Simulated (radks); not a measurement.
Q: The mean radii <r> (bohr) of the occupied orbitals of an atom or ion are listed with their occupations. Method: Dirac Kohn-Sham, PBE, spin-unpolarised, spherical densities, point nucleus; computed with a radial shooting solver on a logarithmic mesh with Libxc functionals.

orbital  occ.      <r>
1s1/2       2  0.02722
2s1/2       2   0.1167
2p1/2       2  0.09846
2p3/2       4   0.1041
3s1/2       2   0.3137
3p1/2       2   0.3039
3p3/2       4   0.3155
3d3/2       4   0.2863
3d5/2       6   0.2900
4s1/2       2   0.7359
4p1/2       2   0.7666
4p3/2       4   0.7938
4d3/2     3.6   0.8926
4d5/2     5.4   0.9029
5s1/2       2    1.782
5p1/2       1    1.999
5p3/2       2    2.066

Name the element and its charge. Open shells, if any, are shared by 2j + 1.

A: Z = 53, iodine, charge +3: I3+ in [Kr] 4d9 5s2 5p3. The 1s radius gives Z: for a bare nucleus <r> = (2 gamma + 1)/(2Z) with gamma = sqrt(1 - (Z/c)^2), 0.02683 bohr for Z = 53, and screening makes it slightly larger (0.02722 here). The occupations add up to 50, and the charge is Z minus that.
